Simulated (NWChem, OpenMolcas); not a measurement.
## Exact exchange and the dipole moment of KI

KI: 2 atoms, total charge 0, spin state singlet. As SMILES, `[K][I]`. Geometry: the measured bond length.

The dipole moment y, in D, basis def2-TZVPPD with a core potential; a is the functional's share of exact exchange. Programs: NWChem 7.3.0, OpenMolcas 26.06.

| functional | program | a | y (D) |
| --- | --- | --- | --- |
| PBE | OpenMolcas | 0 | 10.58 |
| BLYP | NWChem | 0 | 10.51 |
| B3LYP | NWChem | 0.2 | 10.85 |
| PBE0 | NWChem | 0.25 | ? |
| BHLYP | NWChem | 0.5 | 11.16 |

Q: Fit y = c + s·a to the known rows and predict PBE0.

A: 
1. Means of the 4 rows: a = 0.1750, y = 10.775.
2. Σ(Δa)² = 0.1675, Σ(Δa·Δy) = 0.2075, so the slope is 0.2075/0.1675 = 1.2388.
3. Intercept: 10.775 − (1.2388) × 0.1750 = 10.558. The largest residual of the fit is 0.048.
4. PBE0: 10.558 + (1.2388) × 0.25 = 10.87 D.

The run gave 10.95 D, so the prediction is off by -0.08 D, more than the scatter of the fit. More exact exchange makes the molecule more polar here. The rows mix families of semi-local functionals, which the line can't see.
